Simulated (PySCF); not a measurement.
AlBr₃, SMILES [Br][Al]([Br])[Br].

Coordinates come from a B3LYP-D3(BJ)/def2-SVP optimisation. The isomer is the one that the SMILES or the coordinates give; other isomers of the formula were not compared.

Method: PySCF with TDDFT-PBE/def2-SVPD.

Vertical excitations; the highest root listed may be one member of a degenerate set. The molecule is in vacuum. State labels are in the subgroup C2v.

```csv
state,symmetry,energy (eV),λ (nm),f,main pairs
S1,B1,4.90,253,0.000,HOMO→LUMO 100 %
S2,A2,5.08,244,0.000,HOMO→LUMO+1 100 %
S3,A2,5.32,233,0.000,HOMO−1→LUMO (degenerate set)
S4,B2,5.32,233,0.000,HOMO−2→LUMO (degenerate set)
S5,B1,5.49,226,0.018,HOMO−3→LUMO (degenerate set)
S6,A1,5.49,226,0.018,HOMO−4→LUMO (degenerate set)
S7,A2,5.65,220,0.000,HOMO−3→LUMO+1 (degenerate set)
S8,B2,5.65,220,0.000,HOMO−4→LUMO+1 (degenerate set)
S9,B1,5.85,212,0.092,HOMO−1→LUMO+1 (degenerate set)
S10,A1,5.85,212,0.092,HOMO−2→LUMO+1 (degenerate set)
T1,B1,4.69,264,0,HOMO→LUMO 100 %
T2,A2,4.98,249,0,HOMO→LUMO+1 100 %
T3,A2,5.11,243,0,HOMO−1→LUMO (degenerate set)
T4,B2,5.11,243,0,HOMO−2→LUMO (degenerate set)
```
Triplets are in the Tamm–Dancoff approximation, which puts them higher than full response would, so one can lie above its singlet here.
